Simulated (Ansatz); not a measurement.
Total energies of the cluster B₅P₅ (the lowest singlet isomer of a short search) from Ansatz at PBE-D4/def2-TZVP, gas phase (1 Eh = 27.2114 eV = 2625.5 kJ/mol). The reference geometry is relaxed at r2SCAN-D4/def2-SVP.

```xyz
10

B    -0.183    1.025   -1.277
B    -0.141   -0.842    1.200
B    -1.161    0.913    1.037
B     1.168   -1.176    0.295
B     1.000   -0.471   -1.339
P     2.530   -1.428   -0.772
P     0.166    0.165   -2.822
P    -1.988   -0.820    1.188
P    -0.507    0.347    2.679
P    -0.883    2.286   -0.190
```

```csv
state,geometry,energy (Eh)
charge 0 singlet,reference,-1830.15440
charge 1 doublet,reference,-1829.86529
charge -1 doublet,reference,-1830.25599
charge 0 triplet,relaxed at r2SCAN-D4/def2-SVP,-1830.14783
charge 0 quintet,relaxed at r2SCAN-D4/def2-SVP,-1830.08726
free B atom (doublet),–,-24.61008
free P atom (quartet),–,-341.10299
```

(1) Work out the vertical ionisation energy to the doublet.

(2) Work out the vertical electron affinity, to the doublet.

(3) Give the fundamental gap IE − EA, the Mulliken electronegativity (IE + EA)/2 and the hardness (IE − EA)/2.

(4) Which of the charge 0 states is lowest, and how far above it are the others?

(5) What is the binding energy per atom against free atoms?

(1) E(charge 1 doublet) − E(charge 0 singlet) = -1829.86529 − (-1830.15440) = 0.28911 Eh = 7.87 eV. For comparison, −ε of the highest occupied level is 5.72 eV at this level, 2.15 eV less.

(2) E(charge 0 singlet) − E(charge -1 doublet) = -1830.15440 − (-1830.25599) = 0.10159 Eh = 2.76 eV. The basis lacks diffuse functions, which makes affinities too small.

(3) From the values in Eh: IE − EA = 0.28911 − 0.10159 = 0.18752 Eh = 5.10 eV; (IE + EA)/2 = 5.32 eV; (IE − EA)/2 = 2.55 eV. The HOMO–LUMO gap of the same run is 0.95 eV, 4.15 eV smaller than the fundamental gap.

(4) The singlet. triplet: -1830.14783 − (-1830.15440) = 0.00657 Eh = 17.2 kJ/mol; quintet: -1830.08726 − (-1830.15440) = 0.06714 Eh = 176.3 kJ/mol. The triplet differs in its bonds from the reference.

(5) Atoms: 5 × (-24.61008) + 5 × (-341.10299) = -1828.56535 Eh. Binding: -1828.56535 − (-1830.15440) = 1.58905 Eh = 43.24 eV, or 4.32 eV for each of 10 atoms (no zero-point energy, no counterpoise term).

 

The structure comes from a short search, and lower isomers may exist.
